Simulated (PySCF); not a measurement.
CH2F3InO2. Atoms are numbered in the order given.

```xyz
9

In     0.2616     0.4726     0.3876
C     -0.5967    -1.1150    -0.9072
F     -1.8117    -1.4932    -0.4674
F      0.1753    -2.2117    -0.9502
F     -0.7500    -0.6804    -2.1745
O      1.2570    -0.0051     2.0513
H      1.5601     0.7892     2.5152
O      0.1224     2.4481     0.0738
H     -0.3550     2.6689    -0.7385
```
Charge 0, spin multiplicity 1.

Geometry: B3LYP-D3(BJ)/def2-SVP. The def2 effective core potentials stand for the cores of In; spin–orbit coupling is left out. The values are those of a single conformer.

All values below come from r2SCAN/def2-TZVP (PySCF).

Computed frontier levels, gap, dipole moment and polarisability:
The highest occupied level is -7.38 eV, the lowest empty level comes out as -2.62 eV and the orbital gap is 4.75 eV. The dipole moment is 1.45 D and the quadrupole, principal values (traceless, Buckingham form, about the centre of nuclear charge) is -6.02, 0.48, 5.54 D·Å. The mean static polarisability is 57.2 bohr³ (8.48 Å³) and the polarisability, principal values is 43.1, 59.6, 69.0 bohr³.
